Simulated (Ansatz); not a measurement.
Species: diindium oxide, In2O, net charge 0, singlet state. SMILES: [In][O][In]
Structure (B3LYP-D3(BJ)/def2-TZVP (Ansatz, a program for electronic structure) minimum search):
```
O
In 1 2.0164
In 1 2.0164 2 180.00
```

Question: Give the harmonic wavenumbers at B3LYP-D3(BJ)/def2-TZVP (Ansatz, finite differences of forces, unscaled).

Answer: 57, 57, 203, 735 cm⁻¹. Zero-point energy 1.5 kcal/mol.

Question: From these and the geometry, give the ideal-gas thermochemistry at 298.15 K and 1 atm (rigid rotor, harmonic oscillator).

Answer: Point group D∞h, rotational symmetry number 2. Rotational constants 0.5413, 0.5413 GHz. S(trans) 42.40, S(rot) 19.19, S(vib) 11.50, S(elec, spin only) 0.00, S 73.1 cal/(mol K). H(298) - H(0) 3.51 kcal/mol; G - E(el) -16.8 kcal/mol.
